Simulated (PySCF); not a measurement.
**Fluorine: a sound run and one with changed settings**

Sound run: F⁺ [He] 2s2 2p4, F²⁺ [He] 2s2 2p3. Calculation: PySCF 2.14, in def2-TZVP (5s3p2d1f, 31 functions); no relativity, point nucleus. In the sound run the correlated levels freeze 1s2. The sound run starts from symmetry-adapted Hartree-Fock orbitals and uses a fine grid where one is needed.

A second run was set up differently.

| species | method | sound run (hartree) | changed run (hartree) | converged |
| --- | --- | --- | --- | --- |
| F⁺ | MP2 | -98.97723 | -98.99545 | yes |
| F⁺ | CCSD(T) | -98.99489 | -99.01356 | yes |
| F²⁺ | MP2 | -97.70578 | -97.72358 | yes |
| F²⁺ | CCSD(T) | -97.72119 | -97.73945 | yes |

Ionisation energy of F⁺:

| method | sound run (eV) | changed run (eV) |
| --- | --- | --- |
| UHF | 33.409 | 33.409 |
| MP2 | 34.598 | 34.609 |
| SCS-MP2 | 34.692 | 34.695 |
| CCSD | 34.638 | 34.649 |
| CCSD(T) | 34.659 | 34.670 |

Question: What was changed?
A. too few SCF iterations
B. minimal basis
C. a valence shell is frozen
D. all electrons correlated in a valence basis

Answer: D. A valence basis has no tight correlating functions, so it recovers only part of the core correlation, and not evenly between atom and ion.
